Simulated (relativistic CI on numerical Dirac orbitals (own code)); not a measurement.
**The magnetic moment of free Sm⁴⁺ at 300 K**

Problem. Sm⁴⁺ (4f⁴) has the ground term ⁵I, whose calculated levels (Dirac-Coulomb-Breit CI, one configuration, Slater integrals scaled by 0.85) lie at J = 4: 0, J = 5: 1858, J = 6: 3858, J = 7: 5936, J = 8: 8048 cm⁻¹. Find the effective moment at 300 K in LS coupling.

Working.
1. S = 2, L = 6. The ground level J = 4 has g_J = 3/2 + [S(S + 1) − L(L + 1)]/[2J(J + 1)] = 0.6000 and g_J√(J(J + 1)) = 2.68 μB.
2. kT = 208.5 cm⁻¹. Populations (2J + 1)e^(−E/kT)/Z: J = 4: 1.000.
3. The field also mixes neighbouring J. With F_J = [(S + L + 1)² − J²][J² − (S − L)²]/J, each level gains α_J = [F_(J+1)/(E_(J+1) − E_J) − F_J/(E_J − E_(J−1))]/[6(2J + 1)], and μ²(J) = g_J²J(J + 1) + 3kT α_J.
4. Values of μ²(J): J = 4: 7.200 + 0.628.
5. The thermal average gives μ_eff = 2.80 μB, or χT = μ²/8 = 0.98 cm³ K mol⁻¹.

Remark. The computed ground level holds 97 % of ⁵I and has g = 0.6049, with g_s = 2.0023, relativistic corrections and term mixing, against 0.6000 above. The excited levels lie far above kT, so the ground-level formula is enough. A crystal field changes the moment at low temperature.
